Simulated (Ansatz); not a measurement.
Harmonic frequencies (cm⁻¹) at PBE0-D4/def2-TZVP from Ansatz: 78, 82, 82, 108, 108, 134, 135, 135, 243, 518, 546, 546, 690, 724, 724, 791, 796, 796, 1221, 1221, 1230, 1442, 1447, 1448, 1451, 1451, 1459, 3065, 3065, 3066, 3160, 3160, 3160, 3171, 3171, 3171.

Question: Which molecule is it?
A. `[CH3][Sn]([CH3])([CH3])[Br]`
B. `C[O][Sn]([CH3])([F])[S]C`
C. `C[S][SnH]([F])[F]`
D. `C[O][SnH2][Br]`

Answer: A.
